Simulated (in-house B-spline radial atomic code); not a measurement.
Configurations of I III (I2+), with energies counted from [Kr] 4d10 5s2 5p3. All numbers are computed (scalar-relativistic (X2C) TPSSh, spin-polarised, spherical fractional occupations; Fermi nucleus of rms radius 4.75 fm) with an all-electron radial atomic-structure program (B-spline basis), not measured. Caution: exact exchange at fractional occupations of open shells leaves self-interaction of up to several eV. Shells without spins written out take the highest spin.

Occupations are held fixed; configurations that lie above the ionisation limit could autoionise.

```csv
configuration,E - E(ref) (eV),highest orbital,its <r> (bohr)
"[Kr] 4d10 5s2 5p(2 up, 0 down) 5d(1 up, 0 down)",15.02,5d up,3.136
[Kr] 4d10 4f1 5s1 5p3,29.181,4f up,3.414
[Kr] 4d10 5s1 5p3 5f1,32.535,5f up,7.136
[Kr] 4d9 5s2 5p3 6f1,75.753,6f up,11.08
[Ar] 3d10 4s2 4p5 4d10 5s2 5p3 5d1,143.56,5d up,2.954
[Ar] 3d9 4s2 4p6 4d10 5s2 5p3 6s1,638.08,6s up,4.063
```

(1) Order these further configurations by energy, lowest first.
A. [Kr] 4d10 5s2 5p2 5f1
B. [Kr] 4d10 4f1 5s2 5p2
C. [Kr] 4d10 5s2 5p2 6p1
D. [Ar] 3d(4 up, 5 down) 4s2 4p6 4d10 5s2 5p(1 up, 2 down) 5d(0 up, 1 down)
E. [Kr] 4d(4 up, 5 down) 5s2 5p(1 up, 3 down)

(2) How far above the reference does [Ar] 3d9 4s2 4p6 4d10 5s2 5p3 5d1 lie?

(3) How far above the reference does [Kr] 4d10 5s(1 up, 0 down) 5p(3 up, 0 down) 6p(1 up, 0 down) lie?

## Answers

(1) C (18.699 eV), B (21.28 eV), A (24.245 eV), E (51.071 eV), D (640.16 eV).

(2) 636.84 eV; its least bound orbital is 5d up with <r> = 2.928 bohr.

(3) 27.021 eV; its least bound orbital is 6p up with <r> = 4.931 bohr.
